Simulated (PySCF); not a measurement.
`C=C[C@H](F)[C@H]1O[C@@H]1F`, C5H6F2O

Geometry:
| atom | x (Å) | y (Å) | z (Å) |
| --- | --- | --- | --- |
| C1 | -2.090 | -0.599 | -0.120 |
| C2 | -1.185 | 0.223 | 0.375 |
| C3 | -0.159 | 0.945 | -0.449 |
| F4 | -0.333 | 0.710 | -1.797 |
| C5 | 1.267 | 0.534 | -0.103 |
| O6 | 1.570 | 0.267 | 1.244 |
| C7 | 1.582 | -0.804 | 0.393 |
| F8 | 2.795 | -1.328 | 0.114 |
| H9 | -2.810 | -1.090 | 0.511 |
| H10 | -2.148 | -0.802 | -1.176 |
| H11 | -1.113 | 0.439 | 1.431 |
| H12 | -0.263 | 2.033 | -0.315 |
| H13 | 2.043 | 1.059 | -0.654 |
| H14 | 0.842 | -1.587 | 0.523 |

Computed, not measured: PySCF, TDDFT CAM-B3LYP/def2-SVPD circular dichroism and optical rotation, one conformer, gas phase. Geometry: GFN2-xTB.

The molecule is flexible and this is one conformer; a measurement averages over conformers.

Task: Draw the ECD and absorption spectra from the lowest 16 states, each a Gaussian of half-width 0.3 eV at 1/e height.

Result: 
| E (eV) | λ (nm) | Δε (L mol⁻¹ cm⁻¹) | ε (L mol⁻¹ cm⁻¹) |
| --- | --- | --- | --- |
| 6.96 | 178 | -3.32 | 909 |
| 7.06 | 176 | -9.07 | 2500 |
| 7.16 | 173 | -19.88 | 5530 |
| 7.26 | 171 | -35.00 | 9920 |
| 7.36 | 169 | -49.47 | 14500 |
| 7.46 | 166 | -55.83 | 17400 |
| 7.56 | 164 | -49.03 | 17400 |
| 7.66 | 162 | -30.12 | 14700 |
| 7.76 | 160 | -5.32 | 10700 |
| 7.86 | 158 | +17.60 | 7040 |
| 7.96 | 156 | +32.97 | 4540 |
| 8.06 | 154 | +39.54 | 3510 |
| 8.16 | 152 | +40.10 | 3680 |
| 8.26 | 150 | +37.79 | 4530 |
| 8.36 | 148 | +32.47 | 5420 |
| 8.46 | 147 | +21.40 | 5860 |
| 8.56 | 145 | +3.64 | 5740 |
| 8.66 | 143 | -16.80 | 5400 |
| 8.76 | 142 | -32.55 | 5280 |
| 8.86 | 140 | -38.17 | 5490 |
| 8.96 | 138 | -34.84 | 5810 |
| 9.06 | 137 | -29.68 | 6040 |
| 9.16 | 135 | -28.82 | 6170 |
| 9.26 | 134 | -31.05 | 6140 |

Δε uses R in velocity form, ε uses f in length form. Only the states computed contribute, so the short-wavelength end is incomplete.
